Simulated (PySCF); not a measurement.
## UHF on Cl⁺ (chlorine, charge +1)

Configuration: [Ne] 3s2 3p4, high-spin 3P determinant. All numbers are calculated (PySCF 2.14, the spin-free X2C one-electron Hamiltonian (Gaussian nucleus), in Sapporo-DZP-2012 (5s4p2d, 27 functions)).

| Property | Result |
| --- | --- |
| Total energy | -460.253025 hartree |
| One-electron energy | -628.7621 hartree |
| Hartree (Coulomb) energy | 195.7976 hartree |
| Exchange energy | -27.2885 hartree |
| ⟨S²⟩ | 2.0090 |
| ⟨L²⟩ | 2.028 |
| Sum of ⟨r⟩ | 13.33 bohr |
| Sum of ⟨r²⟩ | 20.66 bohr² |
| Traceless quadrupole moment −½Σ⟨3z² − r²⟩ along its main axis | -1.53 e·bohr² |
| Langevin diamagnetic susceptibility | -16.4 ×10⁻⁶ cm³/mol |
| Time after the integrals | 0.07 s of wall time on 1 thread of Intel(R) Xeon(R) Platinum 8559C (shared host) |

```tsv
shell	electrons	mean orbital energy (hartree)	spread (hartree)	rms radius, mean of both spins (bohr)
1s α	1	-105.73044	0	0.106
1s β	1	-105.70333	0	0.106
2s α	1	-11.15228	0	0.479
2s β	1	-11.12816	0	0.479
2p α	3	-8.57326	0.02833	0.451
2p β	3	-8.52772	0.02006	0.451
3s α	1	-1.60694	0	1.62
3s β	1	-1.35089	0	1.62
3p α	3	-0.96834	0.08224	1.85
3p β	1	-0.86399	0	1.85
```

Densities and radii are taken from the X2C orbitals without a picture-change correction, which distorts them close to the nucleus.
